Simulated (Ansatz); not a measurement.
Mulliken charges of `CC(Cl)I` from ωB97M-V/def2-TZVPP in Ansatz (PBE0-D4/def2-TZVP geometry).

```tsv
atom	x (Å)	y (Å)	z (Å)	charge (e)
C1	0.282	0.791	0.070	-0.284
C2	-0.169	-0.643	0.104	-0.166
Cl3	1.170	-1.747	-0.235	-0.077
I4	-1.802	-0.968	-1.266	-0.022
H5	0.661	1.057	-0.917	0.131
H6	-0.552	1.450	0.316	0.116
H7	1.079	0.936	0.803	0.118
H8	-0.577	-0.934	1.068	0.182
```

Problem. By hand: the dipole of these point charges (1 e Å = 4.8032 D).

Solution. Σ q r = (-0.058, 0.285, 0.214) e Å, of length 0.361 e Å = 1.73 D.

Problem. How does the dipole of the full density compare? (Estimate.)

Solution. Computed: (0.010, 0.298, 0.241) e Å, 1.84 D; the point charges give 0.94 times that, at 11° from its direction.

Point charges leave out the atoms' own dipoles, such as those of lone pairs, and Mulliken's split depends on the basis, so the close match here is no proof of good charges.
